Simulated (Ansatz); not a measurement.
AlCl₃OH₂⁺, that is Al(H2O)Cl3 with one electron fewer. The state is a doublet with charge 1. Geometry PBE-D4/def2-SVP, that of the neutral singlet; atoms count from 1.

```xyz
7

Al   -0.293   -0.281   -0.695
O     0.339    0.795    0.845
H     1.276    0.537    0.996
H    -0.169    0.488    1.629
Cl   -0.983    1.080   -2.152
Cl   -1.751   -1.377    0.416
Cl    1.582   -1.243   -1.039
```

(1) Estimate the Mulliken populations from the PBE0/def2-TZVP orbitals of Ansatz.

(2) Where does the spin sit?

(3) And the Mayer bond orders between heavy atoms (over 0.3)?

Results:

(1) 
| atom | charge (e) | spin (α − β) |
| --- | --- | --- |
| Al1 | 0.52 | -0.07 |
| O2 | -0.43 | 0.00 |
| H3 | 0.40 | 0.00 |
| H4 | 0.40 | 0.00 |
| Cl5 | 0.08 | 0.39 |
| Cl6 | 0.01 | 0.34 |
| Cl7 | 0.01 | 0.34 |
Mulliken values depend strongly on the basis.

(2) Summed by element: Al -0.07, O 0.00, H 0.00, Cl 1.07, of 1 unpaired in all. Largest on single atoms: Cl5 0.39, Cl6 0.34, Cl7 0.34.

(3) Al1–O2 0.59 (1.98 Å); Al1–Cl5 1.13 (2.11 Å); Al1–Cl6 1.11 (2.14 Å); Al1–Cl7 1.11 (2.14 Å).
